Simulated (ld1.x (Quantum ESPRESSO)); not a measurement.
**Nb (Z = 41): variants of one TM potential**

Base potential:

| Property | Result |
| --- | --- |
| Element | niobium |
| Generator | ld1.x (Quantum ESPRESSO) 7.5 |
| Type | norm-conserving Troullier–Martins (Kleinman–Bylander form) |
| Functional | LDA (PZ) |
| Relativity | fully relativistic |
| Frozen core | [Ar] 3d10 |
| Valence charge | 13 |
| Reference configuration | 4s2 4p6 4d3 5s2 5p0 |
| Partial waves | 4s (bound): rc 1.90 bohr; 4p (bound): rc 1.15 bohr; 4d (bound): rc 2.40 bohr |
| Local potential | all-electron potential smoothed inside 1.80 bohr (lloc = -1) |
| Core correction | none |

Open shells are filled in proportion to 2j + 1 (rel_dist='average').

Occupied shells without a wave of their own: 5s. They enter only through the test configuration that unscreens the potential.

All-electron outer shells of the reference configuration (LDA (PZ), scalar-relativistic, ld1.x):

```json
{"shell": "3p", "level (eV)": "-349.05", "outermost node (bohr)": "0.17", "outermost maximum (bohr)": "0.39"}
{"shell": "3d", "level (eV)": "-199.18", "outermost node (bohr)": "–", "outermost maximum (bohr)": "0.33"}
{"shell": "4s", "level (eV)": "-60.84", "outermost node (bohr)": "0.53", "outermost maximum (bohr)": "1.02"}
{"shell": "4p", "level (eV)": "-36.87", "outermost node (bohr)": "0.54", "outermost maximum (bohr)": "1.12"}
{"shell": "5s", "level (eV)": "-4.86", "outermost node (bohr)": "1.40", "outermost maximum (bohr)": "2.96"}
{"shell": "4d", "level (eV)": "-4.78", "outermost node (bohr)": "0.55", "outermost maximum (bohr)": "1.47"}
{"shell": "5p", "level (eV)": "-1.56", "outermost node (bohr)": "1.60", "outermost maximum (bohr)": "3.95"}
```

Cutoffs, loose and tight: the cutoffs (Ry, on a coarse ladder) from which the occupation-weighted sum of valence levels, in a spherical-Bessel basis at the reference potential, stays within 10 and 1 mRy of its value at 400 Ry. They do not see the model core or the augmentation charge, which bear on the density cutoff. Test errors are all-electron minus pseudo excitation energies from the reference, over the configurations 4s2 4p6 4d4 5s1 5p0; 4s2 4p6 4d4 5s0 5p0; 4s2 4p6 4d3 5s0 5p0; 4s2 4p6 4d4 5s0.5 5p0; 4s2 4p6 4d4.5 5s0.5 5p0; 4s2 4p6 4d4 5s0 5p1; 4s2 4p6 4d3 5s1 5p1. A dash means not determined; rows that change the core or the reference have their own tests. The largest error is taken over the tests solved by every variant that gives reliable tests at all: 4s2 4p6 4d3 5s0 5p0; 4s2 4p6 4d4 5s0 5p0; 4s2 4p6 4d4 5s0.5 5p0; 4s2 4p6 4d4 5s1 5p0; 4s2 4p6 4d4.5 5s0.5 5p0.

A true bound ghost makes a file unfit for plane-wave use even where its test errors are small: the radial tests pick states by their node count and pass the ghost by. Where a test does run into it, the solver fails or the error is huge.

Cutoffs are not given where the Bessel-basis levels miss the radial ones by over 6 mRy, ghosts where they miss by over 20 mRy; a channel whose overlap is not positive is not tested.

On the changes marked as counting shells twice: ld1.x takes every shell without a wave as core, so the model core holds the marked electrons as well and exchange and correlation see them twice. This cancels in the reference configuration, but the file is broken for other ones, and its errors say nothing about a proper core correction.

```tsv
change	outcome	cutoff, loose	cutoff, tight	bound ghosts	largest test error (meV)
base	generated	–	–	p1/2	-420
all radii scaled by about 1.04 (s 1.98, p 1.20, d 2.50 bohr); local potential all-electron potential smoothed inside 1.86 bohr (lloc = -1)	generated	–	–	p3/2, p1/2	-413
core correction a·sin(br)/r model core inside 0.74 bohr (5s counted twice)	generated	–	–	p1/2	-972
wave 4p (bound): rc 1.15 bohr becomes 4p (bound): rc 0.86 bohr	generated	–	–	p3/2, p1/2	-421
wave 4s (bound): rc 1.90 bohr becomes 4s (bound): rc 1.74 bohr	generated	–	–	p1/2	-52
type RRKJ; local potential all-electron potential smoothed inside 0.85 bohr (lloc = -1); rho0 0.01	failed: compute_phi: phi has nodes before r_c	–	–	–	–
local potential all-electron potential smoothed inside 1.72 bohr (lloc = -1)	generated, misses its reference levels by 0.28 eV	–	–	not determined	-965
local potential the p channel	generated, misses its reference levels by 1.46 eV	–	–	not determined	-1496
reference 4s2 4p6 4d4 5s0.5 5p0	generated	–	–	p1/2	-103
wave 4d (bound): rc 2.40 bohr becomes 4d (bound): rc 2.50 bohr	generated	–	–	p1/2	-421
```

Question: What comes out with this change to the base: scalar-relativistic?

Answer: outcome: generated; cutoff, loose: 80 Ry; cutoff, tight: 120 Ry; bound ghosts: none; largest test error (meV): -422.
